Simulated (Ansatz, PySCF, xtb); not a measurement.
Torsion H3–O1–Bi2–H4 in BiH3O (SMILES [OH][BiH2]); at each angle all else is relaxed with GFN2-xTB, and the levels are single points there.
Geometry at 300° (charge 0, multiplicity 1):
```xyz
5

O      1.33496    -0.41627    -0.11854
Bi    -0.70599    -0.21045     0.33748
H      1.80844     0.35584     0.18322
H     -0.39926    -0.08127     2.08866
H     -0.65284     1.56905     0.26698
```

On the grid 0° to 330°, 60° is the highest and 300° the lowest point at MP2/CBS(def2-TZVPP, def2-QZVPP) + ΔCCSD(T)/def2-TZVPP.

Frozen-core correlation. Filled d and f shells under p-block atoms count as core. CBS: X⁻³ extrapolation of the correlation energy, Hartree–Fock from the larger set.

Codes used: Ansatz (a quantum-chemistry and plane-wave program) with Gaussian orbitals; PySCF for M06-2X; xtb for the GFN methods. Each number belongs to the level named beside it. In def2 rows elements past Kr take small-core potentials, without spin–orbit coupling.

```json
[
 {"level": "GFN-FF", "energy at 60° less that at 300° (kcal/mol)": "-0.31"},
 {"level": "PBE/def2-TZVPP", "energy at 60° less that at 300° (kcal/mol)": "1.48"},
 {"level": "M06-2X/def2-TZVPP", "energy at 60° less that at 300° (kcal/mol)": "1.87"},
 {"level": "MP2/def2-SVP", "energy at 60° less that at 300° (kcal/mol)": "1.79"},
 {"level": "MP2/CBS(def2-TZVPP, def2-QZVPP)", "energy at 60° less that at 300° (kcal/mol)": "(withheld)"},
 {"level": "SCS-MP2/def2-SVP", "energy at 60° less that at 300° (kcal/mol)": "1.76"},
 {"level": "CCSD/def2-TZVPP", "energy at 60° less that at 300° (kcal/mol)": "1.81"},
 {"level": "CCSD(T)/def2-TZVPP", "energy at 60° less that at 300° (kcal/mol)": "1.74"},
 {"level": "MP2/CBS(def2-TZVPP, def2-QZVPP) + ΔCCSD(T)/def2-TZVPP", "energy at 60° less that at 300° (kcal/mol)": "1.51"}
]
```

**Question.** Complete the blanks.

**Answer.** 
- MP2/CBS(def2-TZVPP, def2-QZVPP), energy at 60° less that at 300° (kcal/mol): 1.61
